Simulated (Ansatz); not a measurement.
Calculated with Ansatz (gas phase, PBE0-D4/def2-TZVP geometries, no zero-point term in ΔE). CCSD(T)/CBS is the MP2 limit (def2-TZVPP, def2-QZVPP) plus CCSD(T) − MP2 in def2-TZVPP, frozen cores. Functionals use def2-TZVPP. def2 core potentials past Kr. For Br, In outer-core shells are correlated without core-valence functions, which leaves a few kJ/mol of doubt a bond. Scalar relativity is left out up to krypton. Each species was taken in one conformer, which may not be the lowest.

Consider the redistribution: `C[N](C)[In]([CH3])[Br]` + `O[SiH2]O` → `[CH3][InH][Br]` + `CN(C)[SiH](O)O`.

**Question.** Is it downhill or uphill in electronic energy at CCSD(T)/CBS, and by how much? (Estimate.)

**Answer.** Computed: Downhill: ΔE = -11.9 kcal/mol.

**Question.** What do these levels give: PBE-D4, ωB97M-V, PBE, SCS-MP2/def2-TZVPP, CCSD(T)/def2-TZVPP, CCSD/CBS(def2)? (Best estimate.)

**Answer.** Computed: PBE-D4 -13.8, ωB97M-V -16.1, PBE -13.4, SCS-MP2/def2-TZVPP -12.1, CCSD(T)/def2-TZVPP -13.1, CCSD/CBS(def2) -12.8 kcal/mol.

Largest T1 diagnostic among the species: 0.013.

From PBE to PBE0 (25 % exact exchange), in def2-TZVPP and without D4, ΔE moves by −2.0 kcal/mol. In def2-TZVPP, CCSD(T) changes the Hartree–Fock value by +4.4 kcal/mol (the triples alone add +1.0 kcal/mol) and MP2 by +5.7 kcal/mol.
